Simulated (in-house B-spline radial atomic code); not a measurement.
Successive ionisation energies of gadolinium; each step leads to the configuration of the next row (after the last: [Kr] 4d3/2(1)). Dirac energy differences include first-order Breit, QED and recoil terms. NIST's values go from ground level to ground level; the uncertainty of those that are theory runs from under 0.1 % in few-electron ions to several per cent in heavy many-electron ones. Computed with a radial B-spline atomic code at the basis-set limit: Dirac-Hartree-Fock, jj configuration that fills j = l - 1/2 first, finite nuclei.

Some pairs differ by more than the removed electron.

A number in brackets counts the electrons of a j subshell.

| ion | configuration | ionisation energy (eV) | tabulated value (eV) | tabulated kind | computed minus tabulated (eV) | highest orbital | largest mean radius (bohr) |
| --- | --- | --- | --- | --- | --- | --- | --- |
| Gd7+ | [Kr] 4d10 4f5/2(6) 5s2 5p1/2(2) 5p3/2(1) | 116.6 | 123 | tabulated theory | -6.4 | 5p3/2 | 1.4141 |
| Gd8+ | [Kr] 4d10 4f5/2(6) 5s2 5p1/2(2) | ? | ? | tabulated theory | ? | ? | ? |
| Gd9+ | [Kr] 4d10 4f5/2(5) 5s2 5p1/2(2) | 158.3 | 165 | tabulated theory | -6.7 | 5p1/2 | 1.2898 |
| Gd10+ | [Kr] 4d10 4f5/2(5) 5s2 5p1/2(1) | 176.7 | 183 | tabulated theory | -6.3 | 5p1/2 | 1.2675 |
| Gd11+ | [Kr] 4d10 4f5/2(5) 5s2 | 202.9 | 213 | tabulated theory | -10.1 | 4f5/2 | 1.1831 |
| Gd12+ | [Kr] 4d10 4f5/2(4) 5s2 | 247.0 | 246 | tabulated theory | 1.0 | 4f5/2 | 1.1569 |
| Gd13+ | [Kr] 4d10 4f5/2(5) | ? | ? | tabulated theory | ? | ? | ? |
| Gd14+ | [Kr] 4d10 4f5/2(2) 5s2 | 278.3 | 288 | tabulated theory | -9.7 | 5s1/2 | 1.1083 |
| Gd15+ | [Kr] 4d10 4f5/2(3) | 313.0 | 319 | tabulated theory | -6.0 | 4f5/2 | 0.64397 |
| Gd16+ | [Kr] 4d10 4f5/2(2) | 347.2 | 352 | tabulated theory | -4.8 | 4f5/2 | 0.62734 |
| Gd17+ | [Kr] 4d10 4f5/2(1) | ? | ? | tabulated theory | ? | ? | ? |
| Gd18+ | [Kr] 4d10 | 565.1 | 565 | tabulated theory | 0.1 | 4d5/2 | 0.58796 |
| Gd19+ | [Kr] 4d3/2(4) 4d5/2(5) | 602.7 | 601 | tabulated theory | 1.7 | 4d5/2 | 0.58092 |
| Gd20+ | [Kr] 4d3/2(4) 4d5/2(4) | 640.8 | 639 | tabulated theory | 1.8 | 4d5/2 | 0.57441 |
| Gd21+ | [Kr] 4d3/2(4) 4d5/2(3) | 679.7 | 680 | tabulated theory | -0.3 | 4d5/2 | 0.56808 |
| Gd22+ | [Kr] 4d3/2(4) 4d5/2(2) | 719.2 | 719 | tabulated theory | 0.2 | 4d5/2 | 0.56193 |
| Gd23+ | [Kr] 4d3/2(4) 4d5/2(1) | 759.3 | 761 | tabulated theory | -1.7 | 4d5/2 | 0.55594 |
| Gd24+ | [Kr] 4d3/2(4) | 809.7 | 810 | tabulated theory | -0.3 | 4d3/2 | 0.54395 |
| Gd25+ | [Kr] 4d3/2(3) | 851.4 | 851 | tabulated theory | 0.4 | 4d3/2 | 0.538 |
| Gd26+ | [Kr] 4d3/2(2) | 893.7 | 895 | tabulated theory | -1.3 | 4d3/2 | 0.53369 |

Q: Fill in the row of Gd8+.

A: ionisation energy (eV): 134.2; tabulated value (eV): 144; computed minus tabulated (eV): -9.8; highest orbital: 4f5/2; largest mean radius (bohr): 1.328.

Q: Fill in the row of Gd13+.

A: ionisation energy (eV): 250.4; tabulated value (eV): 268; computed minus tabulated (eV): -17.6; highest orbital: 4f5/2; largest mean radius (bohr): 0.68185.

Q: Fill in the row of Gd17+.

A: ionisation energy (eV): 382.6; tabulated value (eV): 384.4; computed minus tabulated (eV): -1.8; highest orbital: 4f5/2; largest mean radius (bohr): 0.61196.
